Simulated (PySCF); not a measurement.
## How methods differ on the excitation energy of Ne⁺

Ne⁺ [He] 2s2 2p5 (2P) → Ne⁺ [He] 2s2 2p4 3s1 (4P), as a difference of total energies. Calculation: PySCF 2.14, in aug-cc-pwCVDZ; the non-relativistic Hamiltonian (point nucleus). Correlated levels: valence and next inner shell: nothing frozen. The calculations carry no spin-orbit coupling.

```json
{"method": "UHF", "excitation energy (eV)": "26.217", "error (eV)": "-0.958"}
{"method": "MP2 (valence and next inner shell)", "excitation energy (eV)": "27.196", "error (eV)": "+0.021"}
{"method": "SCS-MP2 (valence and next inner shell)", "excitation energy (eV)": "27.199", "error (eV)": "+0.024"}
{"method": "CCSD (valence and next inner shell)", "excitation energy (eV)": "27.088", "error (eV)": "-0.087"}
{"method": "CCSD(T) (valence and next inner shell)", "excitation energy (eV)": "27.102", "error (eV)": "-0.073"}
{"method": "CCSDT (valence and next inner shell)", "excitation energy (eV)": "27.102", "error (eV)": "-0.073"}
```

Reference: 27.175 eV (measured; NIST levels, between the centres of gravity of the two terms).

Errors of the correlated levels include the incompleteness of this basis.
